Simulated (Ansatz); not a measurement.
GeCl₂. The state is a singlet with charge 0. Geometry PBE-D4/def2-TZVP; atoms count from 1.

Cartesian coordinates in Å:
```
Ge -0.728 0.122 -0.582
Cl 1.284 -0.684 -0.991
Cl -0.556 0.562 1.573
```

Question: Estimate the Mulliken populations from the PBE0/def2-TZVP orbitals of Ansatz.

Answer: 
```json
{"atom": "Ge1", "charge (e)": "0.61"}
{"atom": "Cl2", "charge (e)": "-0.31"}
{"atom": "Cl3", "charge (e)": "-0.31"}
```
Mulliken values depend strongly on the basis.

Question: And the Mayer bond orders between heavy atoms (over 0.3)?

Answer: Ge1–Cl2 1.09 (2.21 Å); Ge1–Cl3 1.09 (2.21 Å).
